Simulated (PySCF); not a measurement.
**Computed properties of C2H6N2OSi, SMILES N[Si@@H]1COC=N1**

C2H6N2OSi, SMILES N1=COC[Si@H]1N. Geometry optimised at B3LYP-D3(BJ)/def2-SVP. The structure was generated by enumeration; whether it is a known compound was not checked. Other conformers were not sampled. All values are computed for the isolated molecule unless a solvent is named; none is compared with measurement here.

**Structure.** All 30 harmonic modes at B3LYP-D3(BJ)/def2-SVP (PySCF) are real, so it is a minimum. With heavy atoms numbered as in [NH2:1][Si@@H:2]1[CH2:3][O:4][CH:5]=[N:6]1, the shortest bond between them is C5–N6 at 1.270 Å and the longest Si2–C3 at 1.921 Å.

**Vibrations.** The strongest infrared lines (harmonic, unscaled, degenerate partners summed) lie at 1689 cm⁻¹ (289 km/mol, C 56 %, N 39 %), 1114 cm⁻¹ (233 km/mol, C 53 %, O 22 %, H 17 %), 947 cm⁻¹ (218 km/mol, H 63 %, Si 22 %, N 12 %). The softest mode is at 126 cm⁻¹ and the zero-point energy is 55.5 kcal/mol.

**Electronic structure.** r2SCAN/def2-TZVP (PySCF) places the frontier levels at -6.25 and -0.78 eV, a gap of 5.47 eV, and gives a dipole moment of 1.75 D and a mean polarisability of 62.9 bohr³. PBE/def2-TZVP (PySCF) at the same geometry gives -5.95 and -1.04 eV, so its gap is 0.56 eV narrower. An orbital gap is neither the optical nor the fundamental gap.

**Excitations.** TDDFT-B3LYP/def2-SVPD (PySCF) has S1 at 5.40 eV (230 nm, f = 0.003, weak); the most intense of the 10 singlets computed lies at 6.27 eV (f = 0.04). T1 (TDA) is at 4.94 eV. TDDFT-PBE/def2-SVPD (PySCF) puts S1 at 5.01 eV. No vertical singlet excitation falls in the visible range (under 3.1 eV).

**NMR.** GIAO shifts at HF/pcSseg-1 (PySCF) (non-relativistic, atoms alike by connectivity averaged): ¹³C from 49.6 to 175.6 ppm against TMS; ¹H from 1.3 to 7.5 ppm against TMS; ²⁹Si at -3.4 ppm against TMS.

**Solvation.** SMD-M06-2X/def2-SVP (PySCF) gives -5.1 kcal/mol in water, -2.8 kcal/mol in toluene, -4.5 kcal/mol in chloroform (1 M in both phases, gas-phase geometry); of these solvents water holds the molecule best.
